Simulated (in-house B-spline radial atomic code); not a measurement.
Values are calculated unless marked as measured or tabulated.
# Correlation energy from the adiabatic connection: −V exp(−r²/w²), V = 2.38, w = 2.58

Two electrons in a singlet, external potential −V exp(−r²/w²), V = 2.38, w = 2.58 (atomic units). Full CI in B-splines (partial waves to l = 8, correlation up to 0.6 % small) with the density held fixed gives W(λ) = <V_ee>_λ − U, and E_c is the integral of W(λ) − W(0) from 0 to 1.

```tsv
λ	W(λ) − W(0) (hartree)
0	0.00000
0.02	-0.00192
0.05	-0.00474
0.12	-0.01108
0.25	-0.02196
0.4	-0.03325
0.6	-0.04650
0.8	-0.05803
1	-0.06812
```

**Question.** Integrate the table by the trapezoid rule.

**Answer.** The strips give -0.00002, -0.00010, -0.00055, -0.00215, -0.00414, -0.00797, -0.01045, -0.01261, which sum to -0.03800 hartree. The direct value, W(1) − W(0) + T_c with T_c = 0.03000, is -0.03811; the curve is convex, so chords lie above it and the trapezoids fall short in size by 0.29 %.

**Question.** Now use only three numbers: W(0) = -0.58156, the initial slope W'(0) = -0.09677 (extrapolated from the first points) and the strong-coupling limit of the point-charge-plus-continuum model, W∞ = -0.80601. What do second-order theory and the interpolation W(λ) = W∞ + (W(0) − W∞)/√(1 + 2χλ) of Seidl, Perdew and Levy give?

**Answer.** Second order keeps the slope alone: E_c = W'(0)/2 = -0.04838, +27 % in size against -0.03811. Matching the slope fixes χ = W'(0)/(W∞ − W(0)) = -0.09677/(-0.22445) = 0.43114. Integrating, with s = √(1 + 2χ) = 1.364656, E_c = −(W(0) − W∞)(s − 1)/(s + 1) = −0.22445 × 0.364656/2.364656 = -0.03461 hartree, -9.2 % in size against the full result. At λ = 1 the formula gives W − W(0) = -0.05998 against -0.06812. Part of the miss can come from the model's W∞.
